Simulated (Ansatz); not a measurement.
Geometry optimisation, Ansatz 0.2.0, RKS PBE-D4/def2-TZVP.

input.yaml

```yaml
crystal:
  periodic: [false, false, false]
  atoms:
    - { symbol: Zn, position_ang: [0.1553, -0.1314, 0.0623] }
    - { symbol: H, position_ang: [0.452, 1.243, 0.3851] }
    - { symbol: H, position_ang: [-0.6183, -1.1764, -0.4607] }
basis:
  gaussian: { orbitals: def2-TZVP }
hamiltonian:
  xc: pbe
  dispersion: d4
relax:
  f_tol: 0.02
  max_steps: 40
```

Run as:

```bash
$ ansatz run input.yaml --threads 1 --pin off --max-ram 2048MiB --backend cpu --events-out ev --progress --plain --runs-dir out
```

Problem. Where does it end, and by what steps?

Solution. It converged. After 3 steps the energy has fallen by 0.445 eV; Zn1 moved furthest, 0.20 Å.

```json
{"step": "0", "energy less start (eV)": "0.0000", "largest force component (eV/Å)": "2.431", "accepted": "yes"}
{"step": "1", "energy less start (eV)": "-0.3976", "largest force component (eV/Å)": "0.733", "accepted": "yes"}
{"step": "2", "energy less start (eV)": "-0.4434", "largest force component (eV/Å)": "0.127", "accepted": "yes"}
{"step": "3", "energy less start (eV)": "-0.4450", "largest force component (eV/Å)": "0.007", "accepted": "yes"}
```

```xyz
3
Properties=species:S:1:pos:R:3
Zn -0.003 -0.022 -0.004
H 0.591 1.325 0.466
H -0.598 -1.368 -0.475
```

Time of the run: 7.6 s on 1 thread of Intel(R) Xeon(R) Platinum 8259CL CPU @ 2.50GHz (Skylake/Cascade Lake) (shared host), peak memory 0.12 GiB.
